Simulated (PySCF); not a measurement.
# Basis-set dependence of SI at CCSD(T)

PySCF, UHF reference; doublet, unpaired electrons π ↑; De to S + I without counterpoise correction. Frozen cores follow the default of each basis and core potential.

```csv
basis,relativity,functions,Re (Å),ωe (cm⁻¹),De (eV),frozen orbitals
def2-SVP,scalar-relativistic core potentials,44,2.385,360,1.66,9
cc-pV(D+d)Z/cc-pVDZ-PP,scalar-relativistic core potentials,46,2.378,366,1.69,9
x2c-TZVPPall,spin-free X2C,102,2.327,395,2.13,23
```

Question: How does each smaller set differ from the one with most functions, x2c-TZVPPall?

Answer: def2-SVP: +5.8 pm, -8.9 % in ωe, -0.47 eV in De; cc-pV(D+d)Z/cc-pVDZ-PP: +5.1 pm, -7.3 % in ωe, -0.44 eV in De. All at CCSD(T); the set with most functions is neither the basis-set limit nor always the best. The rows treat relativity differently, so the differences are not basis effects alone.

Correlated steps freeze the inner cores (9 to 23 orbitals); shallow outer-core shells are correlated. Correlated levels converge slowly with the basis: in double zeta they bind strong bonds too weakly, by up to about 1 eV, and carry superposition errors of some tenths. These are scalar-relativistic numbers at best; spin–orbit coupling would shift them, the dissociation energy most. The state was picked by a PBE0 search and need not be the measured ground state.
